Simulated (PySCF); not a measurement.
Start geometry of `CC[SiH2]P` from GFN2-xTB (Å):
```
atom  x, y, z in Å
C1    -1.5177    0.5732   -0.3788
C2    -0.8560   -0.6945   -0.3352
Si3    0.6481   -0.6187    0.7585
P4     2.0620    1.1282    0.0956
H5    -2.4470    0.5666   -1.0891
H6    -0.9323    1.4518   -0.7651
H7    -1.9052    0.9309    0.5968
H8    -1.4700   -1.4372    0.0214
H9    -0.5540   -0.9581   -1.2816
H10    0.3360   -0.3514    2.2107
H11    1.3801   -1.9131    0.7542
H12    3.1724    0.6080    0.5983
H13    2.1054    0.6631   -1.1988
```

Q: What comes out of this run: PySCF, PBE0-D3(BJ)/def2-SVP geometry optimisation, gas phase?

A: 
```
atom  x, y, z in Å
C1    -1.6417    0.6707   -0.3671
C2    -0.8612   -0.6396   -0.3564
Si3    0.6961   -0.6073    0.7100
P4     2.0441    1.0754   -0.0058
H5    -2.5402    0.6032   -1.0003
H6    -1.0307    1.5040   -0.7489
H7    -1.9732    0.9517    0.6452
H8    -1.4918   -1.4682    0.0116
H9    -0.5608   -0.9255   -1.3799
H10    0.3465   -0.3008    2.1336
H11    1.3784   -1.9396    0.6713
H12    3.1448    0.6811    0.8156
H13    2.5114    0.3439   -1.1421
```

The energy falls by 72.4 kJ/mol over 10 energy and gradient evaluations, the largest force component goes from 0.0741 to 3.5e-04 Eh/bohr, and the atoms move by 0.180 Å rms after alignment. The bond that changes most is P4–H12 (three-coordinate phosphorus to P–H hydrogen), which lengthens by 0.104 Å. Bonds longer at the end by more than 0.005 Å: 7 of 12; shorter: 5. Among the angles that change most is H12–P4–H13, from 101.4° to 93.7°. Among the dihedrals that turn most is H11–Si3–P4–H13, from 70° to 45°. Rotational constants go from 6593, 2397, 1926 to 6416, 2372, 1910 MHz. The orientation of the end geometry is arbitrary; only internal coordinates are fixed.

The run used 109 basis functions and 59 SCF cycles in all.

Whether it is a minimum is left open (no frequencies). The numbers are those of one conformer.
